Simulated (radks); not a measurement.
The numbers below are computed, except where a source is named.
Task: The rhodium ion Rh10+, 35 electrons, occupied as [Ar] 3d10 4s2 4p5. Code: a radial shooting solver on a logarithmic mesh with Libxc functionals. Model: scalar-relativistic Kohn-Sham, PBE, spin-polarised, spherical densities, point nucleus; open shells are filled with parallel spins first (spin-orbit coupling, left out, can overturn this in heavy ions). Some entries of the table are withheld. Estimate them.

| orbital | occ. | eigenvalue (hartree) | <r^2> (bohr^2) |
|---|---|---|---|
| 1s up | 1 | -853.8897 | 0.001438 |
| 1s down | 1 | -853.8801 | 0.001438 |
| 2s up | 1 | -129.9929 | 0.02373 |
| 2s down | 1 | -129.9874 | 0.02373 |
| 2p up | 3 | -117.2572 | 0.01868 |
| 2p down | 3 | -117.2481 | 0.01868 |
| 3s up | 1 | -28.97730 | 0.1735 |
| 3s down | 1 | -28.96716 | 0.1734 |
| 3p up | 3 | -24.78837 | 0.1756 |
| 3p down | 3 | -24.77683 | 0.1755 |
| 3d up | 5 | -18.11295 | 0.1610 |
| 3d down | 5 | -18.10101 | 0.1608 |
| 4s up | 1 | -9.45082 | 0.9310 |
| 4s down | 1 | -9.38700 | 0.9319 |
| 4p up | 3 | -8.14152 | 1.048 |
| 4p down | 2 | -8.07851 | 1.051 |
| 4d up | 0 | (1) | 1.307 |
| 4d down | 0 | (2) | 1.315 |
| 5s up | 0 | -4.47935 | 3.451 |
| 5s down | 0 | -4.45653 | 3.468 |
| 5p up | 0 | -3.98751 | 3.943 |
| 5p down | 0 | -3.96645 | 3.965 |

Result: 
(1) 4d up eigenvalue (hartree): -6.13873
(2) 4d down eigenvalue (hartree): -6.08068
